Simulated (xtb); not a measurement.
MoF₅, SMILES [F][Mo+]([F])([F])([F])[F], charge +1, multiplicity 1. All values are semi-empirical tight-binding results from xtb (GFN2-xTB unless named), good for trends rather than for accurate numbers. Geometry optimised at GFN2-xTB. The spin state was assumed, not searched. The isomer is the one that the SMILES or the coordinates give; other isomers of the formula were not compared.

Optimised geometry:

```xyz
6

Mo     0.0000     0.0000     0.0000
F      0.0000     0.0000     1.6968
F      0.0000     0.0000    -1.6968
F     -1.7254     0.0000     0.0000
F      0.8627     1.4943     0.0000
F      0.8627    -1.4943     0.0000
```
Charge +1, spin multiplicity 1.

For metal compounds this method's bond lengths and energies can be far off.

```yaml
point_group_as_xtb_finds_it: D3h
orbital_gap: 5.57 eV
zero_point_energy: 7.0 kcal/mol
G − E(el) at 298.15 K (modified RRHO): -12.0 kcal/mol
```

Computed atomic charges and the Wiberg bond orders between heavy atoms:
charges (e) Mo1 1.59, F2 -0.16, F3 -0.16, F4 -0.09, F5 -0.09, F6 -0.09. Bond orders Mo1–F2 1.24, Mo1–F3 1.24, Mo1–F4 1.35, Mo1–F5 1.35, Mo1–F6 1.35.
